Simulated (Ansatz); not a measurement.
Correlation energies of `CN[AsH]N` by basis set

```tsv
atom	x (Å)	y (Å)	z (Å)
C1	-1.2886	-0.5678	-1.2765
N2	-0.4733	0.2780	-0.4319
As3	1.0542	-0.4557	0.2845
N4	1.5734	1.0697	1.2067
H5	-1.9868	0.0429	-1.8562
H6	-1.8737	-1.3290	-0.7393
H7	-0.6478	-1.0921	-1.9913
H8	-1.0095	0.7968	0.2510
H9	0.5004	-1.1148	1.5698
H10	1.7525	0.8847	2.1839
H11	2.3991	1.4873	0.7994
```

The species carries charge 0 and has multiplicity 1. Correlated methods include outer-core shells of As, which these sets cover unevenly. Scalar relativity is left out up to krypton. The geometry is a stationary point of PBE0-D4/def2-TZVP. It is one conformer, not always the lowest. Frozen core, restricted reference, Ansatz 0.2.0.

```json
{"basis": "def2-SVP", "HF (Eh)": "-2384.62801", "MP2 corr.": "-0.72449"}
{"basis": "def2-TZVPP", "HF (Eh)": "-2385.09194", "MP2 corr.": "-0.88082"}
{"basis": "def2-QZVPP", "HF (Eh)": "-2385.14532", "MP2 corr.": "-1.20498"}
```

(1) Estimate the CCSD correlation energy and the (T) correction in each basis where they were run (hartree).

Results:

(1) 
```tsv
basis	CCSD corr.	(T)
def2-SVP	-0.76380	-0.02160
def2-TZVPP	-0.91133	-0.03567
```
